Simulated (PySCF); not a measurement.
Partial charges of `CC(C)S(=O)(=O)[O-]`

Species: C3H7O3S (charge -1).
SMILES with atom numbers: `[CH3:1][CH:2]([CH3:3])[S:4](=[O:5])(=[O:6])[O-:7]` (hydrogens: H8, H9, H10 on C1; H11 on C2; H12, H13, H14 on C3)

Cartesian coordinates in Å at the GFN2-xTB level; atoms count from 1:
```
atom  x, y, z in Å
C1     0.3083    1.4372   -0.2583
C2     0.1259    0.1384    0.4846
C3     1.1725   -0.9051    0.1874
S4    -1.4629   -0.5640   -0.1379
O5    -1.2471   -0.7632   -1.5711
O6    -2.4735    0.4494    0.1683
O7    -1.6447   -1.8105    0.6072
H8     0.3031    1.2196   -1.3246
H9    -0.5417    2.0806   -0.0439
H10    1.2366    1.9523    0.0051
H11   -0.0148    0.2902    1.5542
H12    0.9017   -1.8254    0.7002
H13    1.1578   -1.1024   -0.8829
H14    2.1780   -0.5976    0.4896
```

Density: PBE0/pcSseg-1 (PySCF); schemes: Mulliken, IAO, Hirshfeld and ESP-fitted. Isolated species at its GFN2-xTB geometry, gas phase. The pcSseg-1 basis has no diffuse functions, a weakness for an anion.

Problem. Do the Mulliken, IAO, Hirshfeld and ESP-fitted schemes agree on where the charge is highest?

Solution. All schemes agree: Mulliken S4 (+1.176); IAO S4 (+2.182); Hirshfeld S4 (+0.446); ESP-fitted S4 (+1.151).

Problem. For which atoms does the sign change between the 4 schemes (beyond +0.03 e in one, beyond −0.03 e in another)?

Solution. C2.

Problem. Give the atomic charges in each scheme.

Solution. In e:

| atom | environment | Mulliken | IAO | Hirshfeld | ESP-fitted |
| --- | --- | --- | --- | --- | --- |
| C1 | methyl carbon | -0.234 | -0.427 | -0.142 | -0.430 |
| C2 | sp3 carbon bound to sulfur | -0.477 | -0.312 | -0.055 | +0.245 |
| C3 | methyl carbon | -0.234 | -0.427 | -0.142 | -0.425 |
| S4 | sulfonyl sulfur | +1.176 | +2.182 | +0.446 | +1.151 |
| O5 | oxygen bonded to S | -0.647 | -0.983 | -0.411 | -0.664 |
| O6 | oxygen bonded to S | -0.649 | -0.984 | -0.426 | -0.691 |
| O7 | oxygen bonded to S | -0.649 | -0.984 | -0.427 | -0.691 |
| H8 | methyl hydrogen | +0.111 | +0.147 | +0.025 | +0.104 |
| H9 | methyl hydrogen | +0.120 | +0.151 | +0.025 | +0.090 |
| H10 | methyl hydrogen | +0.071 | +0.105 | +0.016 | +0.074 |
| H11 | methine hydrogen | +0.109 | +0.130 | +0.025 | -0.028 |
| H12 | methyl hydrogen | +0.120 | +0.150 | +0.025 | +0.089 |
| H13 | methyl hydrogen | +0.112 | +0.147 | +0.025 | +0.103 |
| H14 | methyl hydrogen | +0.071 | +0.105 | +0.016 | +0.072 |

Mean size of the charges over all atoms: IAO 0.517 e, ESP-fitted 0.347 e, Mulliken 0.341 e, Hirshfeld 0.158 e. Each set sums to the total charge, -1, to within 0.001 e. The ESP scheme fits charges at the nuclei, held to the total charge, to the electrostatic potential on points at 1.4 to 2.0 times the van der Waals radii.

Problem. How closely do the schemes follow one another over all atoms?

Solution. Correlation coefficient and root-mean-square difference: Mulliken with IAO 0.98, 0.323 e; IAO with Hirshfeld 0.96, 0.553 e; Hirshfeld with ESP-fitted 0.96, 0.265 e; IAO with ESP-fitted 0.95, 0.347 e; Mulliken with Hirshfeld 0.95, 0.258 e; Mulliken with ESP-fitted 0.90, 0.211 e.

Problem. Sum the charges by element, for elements with more than one atom.

Solution. 
```json
{"element": "C", "atoms": "3", "Mulliken": "-0.945", "IAO": "-1.167", "Hirshfeld": "-0.340", "ESP-fitted": "-0.610"}
{"element": "O", "atoms": "3", "Mulliken": "-1.945", "IAO": "-2.951", "Hirshfeld": "-1.263", "ESP-fitted": "-2.046"}
{"element": "H", "atoms": "7", "Mulliken": "+0.714", "IAO": "+0.936", "Hirshfeld": "+0.157", "ESP-fitted": "+0.505"}
```

These values come from a run that also computed NMR shieldings. Hardware: one thread, Arm Neoverse V1, shared host. Cost: 19 s.
